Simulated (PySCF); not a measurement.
Cl3Sc, SMILES [Cl][Sc+]([Cl])[Cl] (connectivity only; charge and spin as stated), charge +1, multiplicity 2.

Coordinates come from a B3LYP-D3(BJ)/def2-SVP optimisation. The multiplicity is an assumed one; other spin states were not compared.

Calculation: B3LYP-D3(BJ)/def2-SVP (PySCF).

Frequencies are harmonic and unscaled.

| mode | ν (cm⁻¹) | IR (km/mol) | moving atoms (share of kinetic energy) |
|---|---|---|---|
| 1 | 73 | 8.0 | Cl 82 %, Sc 18 % |
| 2 | 82 | 12.4 | Cl 67 %, Sc 33 % |
| 3 | 174 | 9.8 | Cl 85 %, Sc 15 % |
| 4 | 284 | 0.0 | Cl 61 %, Sc 39 % |
| 5 | 393 | 38.8 | Cl 65 %, Sc 35 % |
| 6 | 511 | 138.1 | Sc 51 %, Cl 49 % |
